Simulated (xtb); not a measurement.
C3H6O, charge -1, doublet, geometry from GFN2-xTB (a state made from the parent by changing its charge; the spin is typed, not shown lowest), atoms displaced at random by about 0.02 Å a coordinate; GFN1-xTB (xtb).

Here is a job for xtb.
```
$ xtb mol.xyz --gfn 1 --chrg -1 --uhf 1 --opt tight --json

# file mol.xyz
10

C     -1.20120299    -0.05993805    -0.71463976
C     -0.01670063     0.14620939     0.23830830
C      1.30435235     0.16201768    -0.57819125
O     -0.05683309    -0.30219478     1.47753192
H     -1.23750314    -1.02591191    -1.24606002
H     -1.26651143     0.79878482    -1.47634631
H     -2.14300436     0.01070669    -0.10709804
H      2.10665766     0.32061060     0.12001589
H      1.48395010    -0.80917724    -1.08918925
H      1.31110941     0.95684955    -1.29722546
```

The log (banner, timings and long lists left out):

```
   ID    Z sym.   atoms
    1    6 C      1-3
    2    8 O      4
    3    1 H      5-10

           -------------------------------------------------
          |                Calculation Setup                |
           -------------------------------------------------

           -------------------------------------------------
          |                 G F N 1 - x T B                 |
           -------------------------------------------------

          ...................................................
          :                      SETUP                      :
          :.................................................:
          :  # basis functions                  28          :
          :  # atomic orbitals                  28          :
          :  # shells                           20          :
          :  # electrons                        25          :
          :  # halogen bonds                     0          :
          :  max. iterations                   250          :
          :  Hamiltonian                  GFN1-xTB          :
          :  restarted?                      false          :
          :  GBSA solvation                  false          :
          :  PC potential                    false          :
          :  electronic temp.          300.0000000     K    :
          :  accuracy                    1.0000000          :
          :  -> integral cutoff          0.2500000E+02      :
          :  -> integral neglect         0.1000000E-07      :
          :  -> SCF convergence          0.1000000E-05 Eh   :
          :  -> wf. convergence          0.2000000E-04 e    :
          :  Broyden damping             0.4000000          :
          :  net charge                         -1          :
          :  unpaired electrons                  1          :
          ...................................................

 iter      E             dE          RMSdq      gap      omega  full diag
   1    -14.4953253 -0.144953E+02  0.808E+00    2.47       0.0  T
   2    -14.5397926 -0.444674E-01  0.489E+00    2.52       1.0  T
   3    -14.5399482 -0.155604E-03  0.104E+00    2.40       1.0  T
   4    -14.5409803 -0.103207E-02  0.150E-01    2.50       1.0  T
   5    -14.5410392 -0.588692E-04  0.144E-02    2.51       2.2  T
   6    -14.5410413 -0.211776E-05  0.542E-03    2.50       5.8  T
   7    -14.5410416 -0.311286E-06  0.116E-03    2.50      27.3  T
   8    -14.5410416 -0.122571E-07  0.877E-05    2.50     360.5  T
   9    -14.5410416 -0.223004E-10  0.481E-05    2.50     657.4  T

   *** convergence criteria satisfied after 9 iterations ***

         :::::::::::::::::::::::::::::::::::::::::::::::::::::
         ::                     SUMMARY                     ::
         :::::::::::::::::::::::::::::::::::::::::::::::::::::
         :: total energy             -14.414254814615 Eh    ::
         :: gradient norm              0.058926309414 Eh/a0 ::
         :: HOMO-LUMO gap              2.497685490036 eV    ::
         ::.................................................::
         :: SCC energy               -14.541041625747 Eh    ::
         :: -> electrostatic           0.196011930088 Eh    ::
         :: repulsion energy           0.129274215738 Eh    ::
         :: dispersion energy         -0.002487404606 Eh    ::
         :: halogen bond corr.         0.000000000000 Eh    ::
         :: add. restraining           0.000000000000 Eh    ::
         :: total charge              -1.000000000000 e     ::
         :::::::::::::::::::::::::::::::::::::::::::::::::::::

      -----------------------------------------------------------
     |                   =====================                   |
     |                        A N C O P T                        |
     |                   =====================                   |
     |               Approximate Normal Coordinate               |
     |                Rational Function Optimizer                |
[...]
 * total energy  :   -14.4142548 Eh     change       -0.1880984E-10 Eh
 * total energy  :   -14.4182876 Eh     change       -0.4032815E-02 Eh
 * total energy  :   -14.4187569 Eh     change       -0.4692930E-03 Eh
 * total energy  :   -14.4188004 Eh     change       -0.4346673E-04 Eh
 * total energy  :   -14.4188097 Eh     change       -0.9333184E-05 Eh
 * total energy  :   -14.4188137 Eh     change       -0.3971517E-05 Eh
 * total energy  :   -14.4188158 Eh     change       -0.2106973E-05 Eh
 * total energy  :   -14.4188200 Eh     change       -0.4175092E-05 Eh
 * total energy  :   -14.4188215 Eh     change       -0.1554287E-05 Eh
 * total energy  :   -14.4188220 Eh     change       -0.4596113E-06 Eh
   *** GEOMETRY OPTIMIZATION CONVERGED AFTER 10 ITERATIONS ***
         :: total energy             -14.418821989519 Eh    ::
[...]
         3        2.0000           -0.4202880             -11.4366
         4        2.0000           -0.3391567              -9.2289
         5        2.0000           -0.3293570              -8.9623
         6        2.0000           -0.3189522              -8.6791
         7        2.0000           -0.3185988              -8.6695
         8        2.0000           -0.3069967              -8.3538
         9        2.0000           -0.2690974              -7.3225
        10        2.0000           -0.2522949              -6.8653
        11        2.0000           -0.2229513              -6.0668
        12        2.0000           -0.1584908              -4.3128
        13        1.0000           -0.0282742              -0.7694 (HOMO)
        14                          0.0700144               1.9052 (LUMO)
        15                          0.0733672               1.9964
        16                          0.1148009               3.1239
        17                          0.1322556               3.5989
        18                          0.1417566               3.8574
        19                          0.1483091               4.0357
        20                          0.3216525               8.7526
        21                          0.3532030               9.6111
        22                          0.4298886              11.6979
        23                          0.4436758              12.0730
        24                          0.4681176              12.7381
       ...                                ...                  ...
        28                          0.6856306              18.6570
      -------------------------------------------------------------
                  HL-Gap            0.0982887 Eh            2.6746 eV
             Fermi-level           -0.0362562 Eh           -0.9866 eV

  Mulliken/CM5 charges         n(s)   n(p)   n(d)
     1C    -0.10982 -0.25046   1.016  3.094  0.000
     2C     0.12823  0.13788   1.037  2.835  0.000
     3C    -0.10986 -0.25046   1.016  3.094  0.000
     4O    -0.73431 -0.77568   1.776  4.958  0.000
     5H    -0.02494  0.02587   1.025  0.000  0.000
     6H    -0.04808  0.00337   1.048  0.000  0.000
     7H    -0.01408  0.04015   1.014  0.000  0.000
     8H    -0.01403  0.04019   1.014  0.000  0.000
     9H    -0.02496  0.02585   1.025  0.000  0.000
    10H    -0.04813  0.00329   1.048  0.000  0.000

Wiberg/Mayer (AO) data.
largest (>0.10) Wiberg bond orders for each atom

 ---------------------------------------------------------------------------
     #   Z sym  total        # sym  WBO       # sym  WBO       # sym  WBO
 ---------------------------------------------------------------------------
     1   6 C    3.970 --     6 H    0.988     7 H    0.987     5 H    0.971
                             2 C    0.962
     2   6 C    3.490 --     4 O    1.463     1 C    0.962     3 C    0.962
     3   6 C    3.970 --    10 H    0.988     8 H    0.987     9 H    0.971
                             2 C    0.962
     4   8 O    1.648 --     2 C    1.463
     5   1 H    1.013 --     1 C    0.971
     6   1 H    1.042 --     1 C    0.988
     7   1 H    1.039 --     1 C    0.987
     8   1 H    1.039 --     3 C    0.987
     9   1 H    1.013 --     3 C    0.971
    10   1 H    1.042 --     3 C    0.988
 ---------------------------------------------------------------------------

Topologies differ in total number of bonds
Writing topology from bond orders to xtbtopo.mol

 dipole moment from electron density (au)
     X       Y       Z
   0.0852   0.2014  -1.8564  total (Debye):    4.751

optimized geometry written to: xtbopt.xyz

           -------------------------------------------------
          | TOTAL ENERGY              -14.418821989519 Eh   |
          | GRADIENT NORM               0.000177997984 Eh/α |
          | HOMO-LUMO GAP               2.674571190639 eV   |
           -------------------------------------------------

normal termination of xtb
```
